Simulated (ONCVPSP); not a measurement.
Mo (Z = 42): one change to an ONCV potential, before and after

| Item | Value |
| --- | --- |
| Element | molybdenum |
| Generator | ONCVPSP 4.0.1 |
| Type | optimised norm-conserving Vanderbilt (ONCV) |
| Functional | LDA (Perdew-Wang 92) |
| Relativity | fully relativistic |
| Frozen core | [Ar] 3d10 |
| Valence charge | 14 |
| Reference configuration | 4s2 4p6 4d5 5s1 |
| Partial waves | 4s+5s: rc 2.05 bohr, ncon 4, nbas 7, qcut 5.5 1/bohr, 2 projectors; 4p: rc 1.35 bohr, ncon 4, nbas 7, qcut 5.4 1/bohr, 2 projectors, debl 0.4 Ha; 4d: rc 1.35 bohr, ncon 3, nbas 6, qcut 8.4 1/bohr, local |
| Local potential | the d channel |
| Core correction | Teter function, fcfact 2.5, rcfact 1.2 |

Open shells are filled in proportion to 2j + 1.

In the p channel the program set the typed energies aside and used -1.388, 0.250 Ha (j = l + 1/2; the other j can differ).

Change: all radii but the core radius scaled by about 0.81 (s 1.66, p 1.10, d 1.10 bohr).

Cutoffs: the cutoffs (Ha) at which the residual kinetic energy of the hardest occupied pseudo-wave falls to 1 and 0.1 mHa per electron; they do not see the model core or the augmentation charge, which bear on the density cutoff. Errors are all-electron minus pseudo energies relative to the spin-unpolarised reference configuration.

Q: Predict the effect on cutoff, ghosts and configuration errors.

A: The potential gets harder (64 Ha and 81 Ha → 99 Ha and 120 Ha); a bound ghost appears in p, which as a rule spoils a file; of the 4 tests that both files solve, the error grows in 2 and shrinks in 1 by more than 15 % and 0.3 meV (median size 1.2 → 1.3 meV). A smaller radius makes the pseudo-wave follow the all-electron one further in, where it bends more sharply, so more plane waves are needed. In the base the local d channel has no projectors, so it cannot carry the spin–orbit splitting, and the file is wrong for that shell. In the changed file the local d channel has no projectors, so it cannot carry the spin–orbit splitting, and the file is wrong for that shell.

```tsv
quantity	base	changed
cutoff, loose	64 Ha	99 Ha
cutoff, tight	81 Ha	120 Ha
loose cutoff by channel	s 8.8 Ha, p 64 Ha, d 22 Ha	s 15 Ha, p 99 Ha, d 27 Ha
bound ghosts	none	p3/2
GHOST(+) flags under 300 eV	none	s at 173.1 eV, p1/2 at 247.5 eV
largest miss of a reference level, eV	0.12	0.12
error for 4s2 4p6 4d5 5s0, meV [ΔE 7.18 eV]	-1.4	-0.7
error for 4s2 4p6 4d4 5s0, meV [ΔE 22.88 eV]	+0.7	+1.3
error for 4s2 4p6 4d3 5s0, meV [ΔE 49.84 eV]	+7.9	+7.9
error for 4s2 4p6 4d4 5s1, meV [ΔE 8.26 eV]	+1.0	+1.3
rms error of d²Exc/dni dnj with the model core, mHa	5.48	5.41
```

 A true bound ghost makes a file unfit for plane-wave use even where its test errors are small: the radial tests pick states by their node count and pass the ghost by.
